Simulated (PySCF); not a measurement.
A structure optimised at PBE0-D3(BJ)/def2-TZVP, used in a PySCF frequency run:

```xyz
10

C      0.0234    -0.2475     1.2563
O     -0.1178     0.5133     0.0000
C      0.0234    -0.2475    -1.2563
H      1.0129    -0.7006     1.2876
H     -0.7686    -0.9908     1.2377
H     -0.1320     0.4684     2.0592
H      0.4374     1.3101     0.0000
H     -0.1320     0.4684    -2.0592
H     -0.7686    -0.9908    -1.2377
H      1.0129    -0.7006    -1.2876
```
Charge +1, spin multiplicity 1.

**Question.** Write its SMILES, formula and point group.

**Answer.** C[OH+]C, C₂H₇O, Cs

**Question.** What are its rotational constants (standard atomic weights)?

**Answer.** 34.821, 8.9347, 7.9299 GHz
